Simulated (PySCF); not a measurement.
Input of a response calculation (the driver script's job line, then coordinates in Å):

```
{"job": {"kind": "uv", "xc": "B3LYP", "basis": "def2-SVPD", "nstates": 8, "ntriplets": 3}, "charge": 0, "multiplicity": 1}
Br     3.982118     0.368362    -0.768105
C      2.142791     0.203857    -0.427409
C      1.576536    -0.219130     0.734616
C      0.171841    -0.215159     0.623675
S     -1.131457    -0.620846     1.680297
C     -2.275832    -0.215974     0.446898
C     -1.708950     0.206772    -0.711673
C     -0.302632     0.208177    -0.612871
S      0.996545     0.615858    -1.678190
H      2.129607    -0.512659     1.607092
H     -3.319741    -0.320185     0.665249
H     -2.259627     0.500242    -1.585607
```

Its output, with some lines taken out ([cut]):

```
coarse grid: 58464 points
cycle   1  E = -3600.2695426846  dE =  7.546e-01  |g| = 3.988e-01  |ddm| = 9.005e+00
cycle   2  E = -3600.1972716490  dE =  7.227e-02  |g| = 6.420e-01  |ddm| = 2.410e+00
cycle   3  E = -3600.3040988669  dE = -1.068e-01  |g| = 1.331e-01  |ddm| = 1.812e+00
cycle   4  E = -3600.3083622693  dE = -4.263e-03  |g| = 4.964e-02  |ddm| = 4.283e-01
cycle   5  E = -3600.3089728991  dE = -6.106e-04  |g| = 1.503e-02  |ddm| = 1.341e-01
cycle   6  E = -3600.3090266079  dE = -5.371e-05  |g| = 7.048e-03  |ddm| = 4.309e-02
cycle   7  E = -3600.3090396745  dE = -1.307e-05  |g| = 1.418e-03  |ddm| = 1.896e-02
cycle   8  E = -3600.3090401784  dE = -5.039e-07  |g| = 4.560e-04  |ddm| = 4.683e-03
final grid: 119936 points
cycle   9  E = -3600.3090258463  dE =  1.009e-07  |g| = 8.510e-04  |ddm| = 7.968e-03
cycle  10  E = -3600.3090252655  dE =  5.808e-07  |g| = 1.671e-03  |ddm| = 4.794e-03
cycle  11  E = -3600.3090260345  dE = -7.690e-07  |g| = 1.823e-04  |ddm| = 3.264e-03
cycle  12  E = -3600.3090260437  dE = -9.189e-09  |g| = 1.419e-05  |ddm| = 4.597e-04
cycle  13  E = -3600.3090260438  dE = -8.004e-11  |g| = 5.443e-06  |ddm| = 4.353e-05
converged SCF energy = -3600.3090260438

Static polarisability (au): isotropic 130.012, principal 75.353 123.027 191.656

Singlet excitations
state   eV       nm        f      main configurations
  1   4.5504    272.5   0.34304   H->L 0.96
[cut]
  3   4.8862    253.7   0.08197   H-1->L 0.93
  4   5.0615    245.0   0.00094   H->L+2 0.97
[cut]
[cut]
  7   5.4401    227.9   0.00006   H->L+4 0.86, H-2->L 0.12
[cut]

[cut]
```

Level of theory: TDDFT B3LYP/def2-SVPD, vertical, gas phase, core orbitals frozen in the response (PySCF 2.14.0, density-fitted response routines). Isolated species at its GFN2-xTB geometry, gas phase. Relativistic effects, spin–orbit coupling among them, are left out although an element past zinc is present.

Task: Restore the lines that were cut, in order.

Result: 
```
  2   4.5687    271.4   0.00035   H->L+1 0.98
  5   5.1315    241.6   0.00000   H-1->L+1 0.91
  6   5.2744    235.1   0.00163   H->L+3 0.96
  8   5.5685    222.7   0.00036   H-1->L+2 0.86
Triplet excitations (Tamm-Dancoff, eV): 3.1150 3.9277 4.2125
```

Task: What is the polarisability anisotropy, √(½[(α1 − α2)² + (α2 − α3)² + (α3 − α1)²])?

Result: 101.26 au.

Task: What is the gap between the lowest singlet and the lowest triplet?

Result: 4.5504 − 3.1150 = 1.4354 eV (full response against Tamm–Dancoff).

Task: What transition dipole goes with state 1?

Result: |μ|² = 3f / (2ΔE) = 3 × 0.3430 / (2 × 0.1672) = 3.077 au, so |μ| = 4.46 D.

Task: Write the structure that the coordinates describe.

Result: `Brc1cc2sccc2s1` (C6H3BrS2), point group Cs.

The SCF starts on a coarse grid; the energy jumps when the final grid takes over, and dE counts afresh there. H and L stand for HOMO and LUMO.

Time: 61 s wall (grids of density and orbitals included); peak memory 0.92 GiB. Hardware: Arm Neoverse V2, one thread, on a shared host.
